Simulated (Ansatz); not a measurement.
`F[C]1(Cl)[CH2][GaH]1`, charge 0, multiplicity 1.

Problem. Give a relaxed structure at PBE0-D4/def2-TZVP (Ansatz 0.2.0). (Best estimate.)

Solution. Computed: 
Z-matrix (Å, degrees):
```
C
Cl 1 1.797
C 1 1.521 2 109.6
F 1 1.352 2 109.8 3 -130.6
Ga 1 1.951 2 104.0 3 71.0
H 3 1.094 1 109.8 2 -161.2
H 3 1.088 1 120.0 2 -28.9
H 5 1.536 1 156.5 2 69.9
```
